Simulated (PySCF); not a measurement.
## Correlation energy of In⁺ (indium, charge +1)

[Kr] 4d10 5s1 5p1, high-spin 3P determinant (an excited configuration). Calculation: PySCF 2.14, in aug-cc-pwCVTZ-PP with ECP28MDF; a scalar-relativistic core potential. Frozen: 4s2 4p6 4d10; 2 electrons correlated.

With two correlated electrons CCSD is exact within the correlated space (frozen core and kept virtual orbitals).

| level | correlation energy (mhartree) |
| --- | --- |
| CCSD | -3.53 |

Diagnostics: T1 = 0.0032, D1 = 0.0052, largest double amplitude 0.030.

Cost of the coupled-cluster step: roughly 16 core-seconds, for 2 correlated electrons.

Iterations:

```
CC2 = 0
CCSD nocc = (np.int64(2), np.int64(0)), nmo = (87, 87)
frozen orbitals [[0, 1, 2, 3, 4, 5, 6, 7, 8], [0, 1, 2, 3, 4, 5, 6, 7, 8]]
max_cycle = 100
direct = 0
conv_tol = 1e-08
conv_tol_normt = 1e-06
diis_space = 8
diis_start_cycle = 0
Init t2, MP2 energy = -0.00217646088314007
Init E_corr(UCCSD) = -0.00217646088480667
cycle = 1  E_corr(UCCSD) = -0.00295054624038097  dE = -0.000774085356  norm(t1,t2) = 0.0162964
cycle = 2  E_corr(UCCSD) = -0.00326790392497325  dE = -0.000317357685  norm(t1,t2) = 0.00762358
cycle = 3  E_corr(UCCSD) = -0.00353617293223106  dE = -0.000268269007  norm(t1,t2) = 0.00371288
cycle = 4  E_corr(UCCSD) = -0.00353213009444551  dE = 4.04283779e-06  norm(t1,t2) = 0.000300833
cycle = 5  E_corr(UCCSD) = -0.0035324460803385  dE = -3.15985893e-07  norm(t1,t2) = 2.8306e-05
cycle = 6  E_corr(UCCSD) = -0.0035323669927287  dE = 7.90876098e-08  norm(t1,t2) = 2.95862e-06
cycle = 7  E_corr(UCCSD) = -0.00353239077896975  dE = -2.37862411e-08  norm(t1,t2) = 3.88287e-07
cycle = 8  E_corr(UCCSD) = -0.00353238746801992  dE = 3.31094983e-09  norm(t1,t2) = 8.00713e-08
UCCSD converged
E(UCCSD) = -188.8725639998546  E_corr = -0.003532387468019916
```
